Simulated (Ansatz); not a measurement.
Stepwise reaction of `[Cl][Sn]([Cl])([Cl])[SeH]` with hydrogen, as a gas-phase model of exchange steps in deposition or etching. ΔE in kJ/mol; ΔG adds harmonic PBE0-D4 terms to CCSD(T)/CBS, at 1 bar.

Isolated molecules relaxed with PBE0-D4/def2-TZVP in Ansatz; ΔE leaves out vibrations. CCSD(T)/CBS is the MP2 limit (def2-TZVPP, def2-QZVPP) plus CCSD(T) − MP2 in def2-TZVPP, frozen cores. This one scheme is used for every species. Functionals use def2-TZVPP. B3LYP here is the variant with VWN-RPA as its local correlation; programs differ in this. def2 core potentials past Kr. For Se, Sn outer-core shells are correlated without core-valence functions, which leaves a few kJ/mol of doubt a bond. Scalar relativity is left out up to krypton. Each species was taken in one conformer, which may not be the lowest.

| step | reaction | PBE-D4 | B3LYP-D4 | ωB97M-V | CCSD(T)/CBS | ΔG(600 K) |
| --- | --- | --- | --- | --- | --- | --- |
| 1 | `[Cl][Sn]([Cl])([Cl])[SeH]` + H₂ → `[Cl][SnH]([Cl])[SeH]` + HCl | 67.2 | 68.6 | 63.6 | 67.4 | 58.6 |
| 2 | `[Cl][SnH]([Cl])[SeH]` + H₂ → `[Cl][SnH2][SeH]` + HCl | 70.5 | 72.0 | 67.4 | 71.9 | 65.4 |
| 3 | `[Cl][SnH2][SeH]` + H₂ → `[SeH][SnH3]` + HCl | 76.3 | 77.7 | 73.6 | 78.6 | 68.1 |

Problem. By hand: ΔE of the 3 steps together at CCSD(T)/CBS.

Solution. (67.4) + (71.9) + (78.6) = 217.9 kJ/mol, or 72.6 kJ/mol a step.

In ΔE each step is higher than the one before. All are uphill at CCSD(T)/CBS. ΔG lies between 58.6 and 68.1 kJ/mol a step. PBE-D4 differs from CCSD(T)/CBS by -2.3 to -0.2 kJ/mol a step. Only this route is followed, and other bonds may react first. Isolated molecules leave out the surface, adducts and barriers. Largest T1 diagnostic: 0.011.
